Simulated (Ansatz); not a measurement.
Geometry optimisation, RKS PBE-D4/def2-SVP (Ansatz 0.2.0).

The input (input.yaml):

```yaml
crystal:
  periodic: [false, false, false]
  atoms:
    - { symbol: C, position_ang: [0.32784, -0.29749, 1.28239] }
    - { symbol: C, position_ang: [-0.91967, 0.25595, 0.60639] }
    - { symbol: O, position_ang: [-0.75416, 0.36488, -0.79394] }
    - { symbol: Ga, position_ang: [0.42456, 0.11723, -2.02793] }
    - { symbol: F, position_ang: [2.07135, -0.41274, -1.77925] }
    - { symbol: H, position_ang: [0.17843, -0.37764, 2.35654] }
    - { symbol: H, position_ang: [1.17388, 0.36226, 1.07988] }
    - { symbol: H, position_ang: [0.55474, -1.28321, 0.87117] }
    - { symbol: H, position_ang: [-1.15319, 1.25229, 1.00047] }
    - { symbol: H, position_ang: [-1.73581, 0.49168, -0.81376] }
    - { symbol: H, position_ang: [-0.12797, 0.42253, -3.38844] }
basis:
  gaussian: { orbitals: def2-SVP }
hamiltonian:
  xc: pbe
  dispersion: d4
relax:
  f_tol: 0.02
  max_steps: 50
```

Command:

```bash
$ ansatz run input.yaml --threads 2 --pin off --max-ram 3072MiB --backend cpu --events-out ev --progress --plain --runs-dir out
```

**Question.** Where does it end, and by what steps?

**Answer.** It converged. After 29 steps the energy has fallen by 3.377 eV; H7 moved furthest, 2.63 Å. Parted: C1–H7. Joined: Ga4–H7.

```csv
step,energy less start (eV),largest force component (eV/Å),accepted
0,0.0000,3.880,yes
2,-1.0682,1.605,yes
4,-1.4170,1.106,yes
6,-1.5186,0.599,yes
8,-1.5919,0.249,yes
10,-1.7216,0.306,yes
12,-1.9840,1.549,yes
14,-2.6763,1.016,yes
16,-2.9351,0.818,yes
18,-3.2189,0.320,yes
20,-3.3248,0.128,yes
22,-3.3480,0.379,yes
24,-3.3687,0.189,yes
26,-3.3759,0.057,yes
28,-3.3770,0.021,yes
29,-3.3771,0.009,yes
```

```xyz
11
Properties=species:S:1:pos:R:3
C -0.009 -0.618 1.454
C -0.868 0.219 0.863
O -0.825 0.446 -0.514
Ga 0.947 0.393 -1.805
F 1.483 -1.225 -1.224
H -0.047 -0.738 2.544
H 1.790 1.566 -1.177
H 0.730 -1.175 0.855
H -1.641 0.805 1.387
H -1.638 0.870 -0.841
H 0.118 0.352 -3.148
```

The run took 85 s on 2 threads of Arm Neoverse V1, with other jobs on the host, peak memory 0.16 GiB.
